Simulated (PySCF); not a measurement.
Be(H)(Et) (C₂H₆Be), SMILES [CH2]([BeH])C. Geometry optimised at PBE-D3(BJ)/def2-TZVP.

These are PBE-D3(BJ)/def2-TZVP in PySCF values and carry that method's errors.

Harmonic wavenumbers (cm⁻¹): 189, 189, 424, 583, 667, 791, 904, 932, 992, 1198, 1211, 1361, 1382, 1449, 1460, 2078, 2923, 2954, 2955, 3012, 3024. Rotational constants (GHz): 34.70, 8.848, 7.721; symmetry number 1.

Work out the zero-point energy and the ideal-gas rigid-rotor harmonic-oscillator thermochemistry at 298.15 K and 1 atm.

ZPE = ½ Σ hcν = ½ × 30681 cm⁻¹ = 183.51 kJ/mol. H − E(el) = 198.73 kJ/mol. Entropy in J/(mol K): translation 154.46, rotation 93.86, vibration 28.89, total 277.21. G − E(el) = 116.09 kJ/mol. Cp = 74.75 J/(mol K).
